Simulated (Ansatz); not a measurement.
Basis-set extrapolation for C2H9AlOSi (`[CH3][AlH][O]C[SiH3]`) (PBE0-D4/def2-TZVP geometry, frozen core, the Gaussian-basis code of Ansatz). Multiplicity 1, RHF reference.

```json
{"": "HF", "def2-TZVPP": "-686.809057", "def2-QZVPP": "-686.833133"}
{"": "MP2 correlation", "def2-TZVPP": "-0.797104", "def2-QZVPP": "-0.853645"}
{"": "CCSD(T) correlation", "def2-TZVPP": "-0.886178", "def2-QZVPP": "not run"}
```

Energies in hartree. Use E(X) = E(∞) + A·exp(−7.88·√X) for Hartree–Fock and E(X) = E(∞) + B·X^(−2.97) for correlation, with X = 3 and 4, and add CCSD(T) minus MP2 of the smaller set to the MP2 limit.

Task: What is the CCSD(T) energy at the basis-set limit?

Result: HF limit: -686.833133 + (-0.024076) × 0.13774 = -686.83645. MP2 limit: -0.853645 + (-0.056541) × 0.74074 = -0.89553. Higher-order term: -0.886178 − (-0.797104) = -0.08907. Total: -687.82105 hartree, 330.3 kJ/mol below CCSD(T)/def2-TZVPP.
